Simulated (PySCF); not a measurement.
**`CC(C)[C@@H](F)C(F)(F)C(=O)F`: 4 charge schemes on one density**

Compound: C6H8F4O.
Geometry (GFN2-xTB, Å), atoms numbered from 1 in this order:
```
atom  x, y, z in Å
C1    -0.9474    1.3297    0.1805
C2    -0.8780   -0.1405    0.5879
C3    -2.0958   -0.9048    0.0696
C4     0.3889   -0.8140    0.0443
F5     0.4546   -0.6678   -1.3231
C6     1.7141   -0.2622    0.6319
F7     2.5624   -1.2881    0.8985
F8     1.5110    0.3516    1.8223
C9     2.3984    0.7295   -0.3290
O10    2.2506    1.8929   -0.3793
F11    3.2243    0.0794   -1.1557
H12   -0.1251    1.9001    0.6033
H13   -0.9161    1.4232   -0.9024
H14   -1.8786    1.7619    0.5356
H15   -0.8425   -0.2170    1.6788
H16   -3.0056   -0.4447    0.4437
H17   -2.1181   -0.8827   -1.0172
H18   -2.0750   -1.9416    0.3972
H19    0.3678   -1.8956    0.2359
```

Density: PBE0/pcSseg-1 (PySCF); schemes: Mulliken, IAO, Hirshfeld and ESP-fitted. One conformer (not necessarily the lowest) at the GFN2-xTB geometry, without solvent, vibrations or thermal averaging.

Q: At which atom do the 4 schemes differ most?

A: At C2: from -0.388 (Mulliken) to +0.348 e (ESP-fitted), 0.736 e apart.

Q: Which atoms carry the highest charge in the Mulliken, IAO, Hirshfeld and ESP-fitted schemes?

A: All schemes agree: Mulliken C9 (+0.562); IAO C9 (+0.598); Hirshfeld C9 (+0.224); ESP-fitted C9 (+0.681).

Q: Tabulate the Mulliken, IAO, Hirshfeld and ESP-fitted charges.

A: In e:

| atom | environment | Mulliken | IAO | Hirshfeld | ESP-fitted |
| --- | --- | --- | --- | --- | --- |
| C1 | methyl carbon | -0.229 | -0.430 | -0.130 | -0.481 |
| C2 | sp3 CH carbon | -0.388 | -0.113 | -0.032 | +0.348 |
| C3 | methyl carbon | -0.204 | -0.421 | -0.118 | -0.569 |
| C4 | sp3 C–F carbon | +0.170 | +0.149 | +0.053 | -0.114 |
| F5 | alkyl fluorine | -0.320 | -0.316 | -0.084 | -0.187 |
| C6 | CF2 carbon | +0.490 | +0.501 | +0.177 | +0.348 |
| F7 | fluorine of a CF2 group | -0.280 | -0.282 | -0.093 | -0.207 |
| F8 | fluorine of a CF2 group | -0.274 | -0.278 | -0.067 | -0.201 |
| C9 | acyl halide carbon | +0.562 | +0.598 | +0.224 | +0.681 |
| O10 | carbonyl oxygen | -0.312 | -0.346 | -0.186 | -0.417 |
| F11 | acyl fluorine | -0.240 | -0.252 | -0.071 | -0.223 |
| H12 | methyl hydrogen | +0.142 | +0.152 | +0.026 | +0.111 |
| H13 | methyl hydrogen | +0.122 | +0.148 | +0.035 | +0.145 |
| H14 | methyl hydrogen | +0.121 | +0.146 | +0.046 | +0.133 |
| H15 | methine hydrogen | +0.140 | +0.148 | +0.039 | +0.026 |
| H16 | methyl hydrogen | +0.123 | +0.148 | +0.047 | +0.153 |
| H17 | methyl hydrogen | +0.123 | +0.148 | +0.040 | +0.166 |
| H18 | methyl hydrogen | +0.114 | +0.139 | +0.042 | +0.134 |
| H19 | methine hydrogen | +0.138 | +0.160 | +0.050 | +0.155 |

Mean size of the charges over all atoms: IAO 0.256 e, ESP-fitted 0.253 e, Mulliken 0.237 e, Hirshfeld 0.082 e. Each set sums to the total charge, 0, to within 0.001 e. The Mulliken scheme gives each basis function's population to the atom it is centred on and halves the overlap population of two atoms between them.

Q: How closely do the schemes follow one another over all atoms?

A: Correlation coefficient and root-mean-square difference: IAO with Hirshfeld 0.98, 0.196 e; Mulliken with IAO 0.95, 0.095 e; Mulliken with Hirshfeld 0.93, 0.179 e; IAO with ESP-fitted 0.89, 0.143 e; Hirshfeld with ESP-fitted 0.88, 0.221 e; Mulliken with ESP-fitted 0.71, 0.219 e.

Q: Sum the charges by element, for elements with more than one atom.

A: 
```json
{"element": "C", "atoms": "6", "Mulliken": "+0.401", "IAO": "+0.284", "Hirshfeld": "+0.175", "ESP-fitted": "+0.212"}
{"element": "F", "atoms": "4", "Mulliken": "-1.114", "IAO": "-1.127", "Hirshfeld": "-0.316", "ESP-fitted": "-0.818"}
{"element": "H", "atoms": "8", "Mulliken": "+1.025", "IAO": "+1.189", "Hirshfeld": "+0.326", "ESP-fitted": "+1.024"}
```

These values come from a run that also computed NMR shieldings. The run took 47 s of wall time on an Arm Neoverse V1 with one thread, on a shared host, and the process peaked at 1.1 GiB of memory.
